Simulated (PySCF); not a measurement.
Al(F)(Me)(OSiH3) (CH6AlFOSi), SMILES [CH3][Al]([F])[O][SiH3].

Coordinates come from a PBE0-D3(BJ)/def2-SVP optimisation. Other conformers were not sampled.

All values below come from PBE/def2-TZVP (PySCF).

- total energy: -748.47297 hartree
- highest occupied level: -7.28 eV
- lowest empty level: -1.37 eV
- orbital gap: 5.90 eV
- dipole moment: 1.78 D
- quadrupole, principal values (traceless, Buckingham form, about the centre of nuclear charge): -8.41, 2.87, 5.55 D·Å
- mean static polarisability: 65.9 bohr³ (9.77 Å³)
- polarisability, principal values: 57.3, 62.1, 78.4 bohr³
